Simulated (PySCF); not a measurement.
Compound: C₇H₈Si (triplet state).
Geometry (GFN2-xTB, Å), atoms numbered from 1 in this order:
```
atom  x, y, z in Å
Si1    3.2419   -0.2076   -0.0499
C2     1.4715   -0.6172   -0.1394
C3     0.1545   -0.2918   -0.0661
C4    -0.8680   -1.2621   -0.2825
C5    -2.1942   -0.9210   -0.2052
C6    -2.5769    0.3851    0.0860
C7    -1.6014    1.3553    0.3020
C8    -0.2692    1.0413    0.2315
H9     3.5386    1.0619   -0.7333
H10    3.9917   -1.2856   -0.7031
H11    3.6522   -0.1022    1.3565
H12   -0.5693   -2.2746   -0.5086
H13   -2.9510   -1.6742   -0.3722
H14   -3.6227    0.6443    0.1450
H15   -1.8975    2.3699    0.5288
H16    0.4922    1.7876    0.3993
```

The hyperfine couplings belong to this conformer and change with its torsions.

As a line formula: `[SiH3][C]C1=CC=CC=C1` [triplet].

Method: PySCF 2.14.0, UKS B3LYP, pcH-1 on C H Si, non-relativistic, mean-field spin-orbit, GIAO. One conformer (not necessarily the lowest) at the GFN2-xTB geometry, without solvent, vibrations or thermal averaging. This triplet need not be the ground state; the singlet was not compared here. Couplings are sensitive to structure, and on GFN2-xTB geometries they can be far from those on DFT ones. Stability of the SCF solution: not tested.

Task: What is the g tensor, term by term?

Result: 
| Δg (ppm) | 1 | 2 | 3 |
| --- | --- | --- | --- |
| relativistic mass correction | -140 | -140 | -140 |
| gauge correction | 26 | 10 | 11 |
| orbital Zeeman/spin–orbit | 33 | 113 | 348 |
| total | -82 | -18 | 218 |

So g = 2.00224, 2.00230, 2.00254 and g_iso = 2.00236; the tensor is rhombic: the two nearest values differ by 21 % of g3 − g1. 

Task: At 93.823 GHz, how far is the centre of the isotropic spectrum from where a free electron (g = 2.002319) resonates, zero-field splitting left aside?

Result: B = hν/(g μB) with μB/h = 13.99624 MHz/mT gives 3347.84 mT for the free electron and 3347.77 mT at g_iso, 0.07 mT lower.

Task: Average each term over the three axes. Which is largest in size?

Result: The orbital-Zeeman/spin–orbit term 165, the mass correction -140 and the gauge correction 15 ppm, for a total of 40 ppm. The orbital-Zeeman/spin–orbit term is the largest in size. The mass correction is the same along every axis, so the anisotropy comes from the other two: their spans along these axes are 16 (gauge) and 315 ppm (orbital Zeeman/spin–orbit).

Largest spin populations (Mulliken): C2 (+1.63), C8 (+0.29), C6 (+0.29) and C4 (+0.28). Four atoms exceed +0.15. The positive populations add up to 2.62 and the negative ones to -0.62, together 2S = 2.

The HOMO–LUMO gaps are 4.87 eV among the α and 4.54 eV among the β orbitals.

Time: 2.5 min (grids of density and orbitals included); peak memory 0.97 GiB. Hardware: Arm Neoverse V1, one thread, no GPU, shared host.
